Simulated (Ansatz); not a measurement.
# Worked example: C2H5I + GaH2I → CH2I2 + GaH2(CH3)

Gas-phase species: C2H5I (iodoethane) `CCI`, singlet; GaH2I `[GaH2][I]`, singlet; CH2I2 (diiodomethane) `ICI`, singlet; GaH2(CH3), singlet. The partners trade CH3 for I: C–CH3 and Ga–I bonds give way to C–I and Ga–CH3.

Shapes, held fixed at every level: PBE0-D4/def2-TZVP. Programs: Ansatz 0.2.0. Electronic energies: no zero-point or thermal term.

At CCSD(T)/def2-TZVPP; 1 Eh = 2625.50 kJ/mol:

| species | energy (Eh) |
| --- | --- |
| C2H5I | -376.217188 |
| GaH2I | -2221.839470 |
| CH2I2 | -633.508921 |
| GaH2(CH3) | -1964.481514 |

Work out ΔE of the reaction at this level.


1. Products less reactants: (-633.508921) + (-1964.481514) − [(-376.217188) + (-2221.839470)] = 0.066223 Eh = +173.9 kJ/mol.

Other levels give +176.7 (B2PLYP/def2-TZVPP) to +219.8 kJ/mol (HF/def2-SVP). No measured value is set beside it here. For atoms past krypton def2 sets carry core potentials with scalar relativity. Relativity is left out for Ga. Outer-core shells of Ga, I are correlated, in sets that cover them unevenly.
